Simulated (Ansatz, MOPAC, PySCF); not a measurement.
Bond stretch in BH, singlet.

Levels of theory: RCCSD = Ansatz (a first-principles code) with CCSD on RHF/aug-cc-pVTZ, frozen core; UCCSDT(Q) = CCSDT(Q) on UHF/aug-cc-pVTZ, frozen core (Ansatz); PM3, restricted, heats of formation (MOPAC); RKS-LDA (SVWN5)/6-31G* = restricted LDA (SVWN5)/6-31G*, spherical d run with PySCF 2.14.0.

Energies are in kJ/mol, each relative to the lowest point of its own curve near equilibrium.

```json
[
 {"R / Å": "0.99", "RCCSD": "85.8", "UCCSDT(Q)": "86.2", "PM3": "46.8", "RKS-LDA (SVWN5)/6-31G*": "106.5"},
 {"R / Å": "1.04", "RCCSD": "49.1", "UCCSDT(Q)": "49.5", "PM3": "22.6", "RKS-LDA (SVWN5)/6-31G*": "65.0"},
 {"R / Å": "1.12", "RCCSD": "14.6", "UCCSDT(Q)": "14.9", "PM3": "3.1", "RKS-LDA (SVWN5)/6-31G*": "23.8"},
 {"R / Å": "1.16", "RCCSD": "5.7", "UCCSDT(Q)": "5.9", "PM3": "0.0", "RKS-LDA (SVWN5)/6-31G*": "11.9"},
 {"R / Å": "1.22", "RCCSD": "0.2", "UCCSDT(Q)": "0.2", "PM3": "1.2", "RKS-LDA (SVWN5)/6-31G*": "2.2"},
 {"R / Å": "1.24", "RCCSD": "0.0", "UCCSDT(Q)": "0.0", "PM3": "2.8", "RKS-LDA (SVWN5)/6-31G*": "0.8"},
 {"R / Å": "1.28", "RCCSD": "1.7", "UCCSDT(Q)": "1.6", "PM3": "7.4", "RKS-LDA (SVWN5)/6-31G*": "0.0"},
 {"R / Å": "1.31", "RCCSD": "4.6", "UCCSDT(Q)": "4.4", "PM3": "12.0", "RKS-LDA (SVWN5)/6-31G*": "1.1"},
 {"R / Å": "1.39", "RCCSD": "17.0", "UCCSDT(Q)": "16.6", "PM3": "27.7", "RKS-LDA (SVWN5)/6-31G*": "9.2"},
 {"R / Å": "1.45", "RCCSD": "29.8", "UCCSDT(Q)": "29.1", "PM3": "42.5", "RKS-LDA (SVWN5)/6-31G*": "19.0"},
 {"R / Å": "1.53", "RCCSD": "49.6", "UCCSDT(Q)": "48.5", "PM3": "65.9", "RKS-LDA (SVWN5)/6-31G*": "35.3"},
 {"R / Å": "1.65", "RCCSD": "82.6", "UCCSDT(Q)": "80.8", "PM3": "108.7", "RKS-LDA (SVWN5)/6-31G*": "64.1"},
 {"R / Å": "1.87", "RCCSD": "144.2", "UCCSDT(Q)": "140.9", "PM3": "203.5", "RKS-LDA (SVWN5)/6-31G*": "121.7"},
 {"R / Å": "2.09", "RCCSD": "200.4", "UCCSDT(Q)": "194.9", "PM3": "297.9", "RKS-LDA (SVWN5)/6-31G*": "178.4"},
 {"R / Å": "2.20", "RCCSD": "225.4", "UCCSDT(Q)": "218.5", "PM3": "341.0", "RKS-LDA (SVWN5)/6-31G*": "205.2"},
 {"R / Å": "2.46", "RCCSD": "275.4", "UCCSDT(Q)": "264.8", "PM3": "433.0", "RKS-LDA (SVWN5)/6-31G*": "262.7"},
 {"R / Å": "2.73", "RCCSD": "314.0", "UCCSDT(Q)": "299.0", "PM3": "514.3", "RKS-LDA (SVWN5)/6-31G*": "313.1"},
 {"R / Å": "3.00", "RCCSD": "—", "UCCSDT(Q)": "321.2", "PM3": "580.8", "RKS-LDA (SVWN5)/6-31G*": "354.2"},
 {"R / Å": "3.34", "RCCSD": "—", "UCCSDT(Q)": "336.9", "PM3": "645.9", "RKS-LDA (SVWN5)/6-31G*": "394.9"},
 {"R / Å": "3.76", "RCCSD": "—", "UCCSDT(Q)": "345.7", "PM3": "704.0", "RKS-LDA (SVWN5)/6-31G*": "431.1"},
 {"R / Å": "4.37", "RCCSD": "—", "UCCSDT(Q)": "349.1", "PM3": "758.8", "RKS-LDA (SVWN5)/6-31G*": "—"},
 {"R / Å": "4.94", "RCCSD": "—", "UCCSDT(Q)": "349.6", "PM3": "790.8", "RKS-LDA (SVWN5)/6-31G*": "—"}
]
```

At the longest distance, 4.94 Å, PM3 lies highest above its minimum (790.8 kJ/mol) and UCCSDT(Q) lowest (349.6 kJ/mol).

Dashes: no converged value, or the column stops at the first point that the program doubted or that broke a chosen test of continuity, which isn't proof of a fault.

The T1 diagnostic of CCSD on the restricted reference of RCCSD exceeds 0.045 at 2.46 to 4.94 Å. The unrestricted determinant behind UCCSDT(Q) is spin-contaminated at 0.99 to 4.94 Å (<S²> up to 1.0, against 0.00 for a pure singlet). The restricted form behind PM3, RKS-LDA (SVWN5)/6-31G* keeps the bonding electrons paired and can't separate into open-shell fragments.
